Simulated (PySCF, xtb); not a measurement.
Ga(Cl)2(vinyl) (C₂H₃Cl₂Ga), SMILES [Cl][Ga]([Cl])[CH]=C. Other conformers were not sampled.

Harmonic wavenumbers (cm⁻¹) from GFN2-xTB run with xtb 6.7.1 at its own minimum, in rising order: 71, 75, 108, 128, 249, 337, 383, 427, 487, 913, 952, 1005, 1181, 1377, 1622, 2975, 3031, 3053.

Problem. What does r2SCAN-D4/def2-SVP in PySCF give at its own minimum? (Estimate from the structure and the level; the computed values follow.)

Solution. 69, 89, 131, 159, 293, 397, 447, 480, 604, 990, 996, 1036, 1250, 1406, 1641, 3111, 3158, 3212. Paired by order, the mean absolute difference is 61 cm⁻¹ and the zero-point energies are 26.3 and 27.8 kcal/mol.
